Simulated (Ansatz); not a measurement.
`[SiH3][O][GeH2][SiH3]` → `[SiH3][O][GeH3]` + `[SiH2]`  (silylene loss)

Program: Ansatz. Geometries: PBE0-D4/def2-TZVP. ΔE: electronic, gas phase. CCSD(T)/CBS adds triple-zeta CCSD(T) − MP2 to the extrapolated MP2 energy (def2 sets, frozen cores). This one scheme is used for every species. DFT in def2-TZVPP. For Ge outer-core shells are correlated without core-valence functions, which leaves a few kJ/mol of doubt a bond. Scalar relativity is left out up to krypton. One conformer a species, not always the lowest.

```tsv
species	ωB97X-V energy (Eh)
`[SiH3][O][GeH2][SiH3]`	-2735.82000
`[SiH3][O][GeH3]`	-2445.15591
`[SiH2]`	-290.56509
```

Problem. Work out ΔE.

Solution. ΔE = (-2445.15591) + (-290.56509) − (-2735.82000) = 0.09900 Eh = +259.9 kJ/mol. CCSD(T)/CBS gives +251.0 kJ/mol.

Largest T1 diagnostic among the species: 0.014.

From PBE to PBE0 (25 % exact exchange), in def2-TZVPP and without D4, ΔE moves by +5.9 kJ/mol. The D4 term adds +12.2 kJ/mol with B3LYP and +6.8 kJ/mol with PBE0; it sums over pairs of atoms, weighted by their polarisabilities, and B3LYP, whose exchange is more repulsive, gets the larger term. In def2-TZVPP, CCSD(T) changes the Hartree–Fock value by +19.1 kJ/mol (the triples alone add +4.9 kJ/mol) and MP2 by +35.0 kJ/mol.

B3LYP here is the variant with VWN-RPA as its local correlation; programs differ in this.
